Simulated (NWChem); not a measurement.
Molecule: BeF, doublet; SMILES [Be][F]

```xyz
2

Be     0.0000     0.0000    -0.9672
F      0.0000     0.0000     0.4299
```
Atoms are numbered in this order, from 1.

Geometry: optimised at PBE0/def2-SVP, spin-unrestricted. The spin multiplicity was typed, not searched, and may not be the lowest. No stability test was run on the SCF state.

Problem. List the 4 lowest vertical excitations from PBE0/6-31+G* (spherical d), spin-unrestricted, TDA (NWChem).

Solution. 
```tsv
state	energy (eV)	oscillator strength	<S²>
state 1	4.18	0.188	0.75
state 2	4.18	0.188	0.75
state 3	5.91	0.147	0.75
state 4	6.02	0.001	0.75
```
